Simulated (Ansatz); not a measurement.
A run for Ansatz (a quantum-chemistry and plane-wave program): U-wB97X-V/def2-TZVPP on CH4Sn (SMILES [CH3][SnH]), a point of a bond scan (R = 4.111 Å). Elements past Kr take the def2 small-core potentials; no spin–orbit coupling.

Ansatz 0.2 input:
```yaml
crystal:
  periodic: [false, false, false]
  atoms:
    - {symbol: Sn, position_ang: [0.00983745, 0.25050043, 0.24518718]}
    - {symbol: H, position_ang: [-0.80846428, 2.92516226, -2.76789737]}
    - {symbol: C, position_ang: [-0.01334196, -1.45640015, -1.15807253]}
    - {symbol: H, position_ang: [0.73724523, -1.29419038, -1.93601312]}
    - {symbol: H, position_ang: [-0.98669425, -1.50317430, -1.65333226]}
    - {symbol: H, position_ang: [0.18357434, -2.40265271, -0.65672900]}
basis:
  gaussian:
    orbitals: def2-TZVPP
hamiltonian:
  xc: {name: wB97X-V}
magnetization: {spin_polarized: true, initial_magnetization: 0}
```

The log:

```
WARN ansatz: RAYON_NUM_THREADS=1 ignored (pool sized by the plan → 1); use --threads N
Functional definition: wB97X-V
integrals: 0.06 GiB planned
848 factors; their error is unknown
integrals: 0.09 GiB planned
210 factors; integrals over basis functions are off by at most 3.2e-5 eV
mean field: 0.75 GiB planned
mean field evaluation 1: about -6921.8998 eV, gradient 3.0e1 eV
mean field evaluation 2: about -6916.2765 eV, gradient 3.3e1 eV
mean field evaluation 4: about -6928.1238 eV, gradient 2.1e0 eV
mean field evaluation 8: about -6928.1784 eV, gradient 7.9e-2 eV
mean field evaluation 16: about -6928.2249 eV, gradient 7.2e-4 eV
mean field evaluation 32: about -6929.4922 eV, gradient 6.8e-5 eV
mean field evaluation 64: about -6929.4897 eV, gradient 3.4e-2 eV
mean field -6929.49222138 eV, -254.6541421572 hartree, gradient 2.6e-6 eV, S^2 0.974892; 4 other end points of the search recorded, 0 dependent functions left out
reference -6929.49222148 eV, -254.6541421609 hartree; 16, 16 occupied and 121, 121 virtual orbitals, 848 factors
Total energy: -6929.49222148 eV, -254.6541421609 hartree
```

The calculation finished and met its thresholds. Its determinant has ⟨S²⟩ = 0.97, a mixture of spin states.

Cost: very roughly 40 core-seconds.
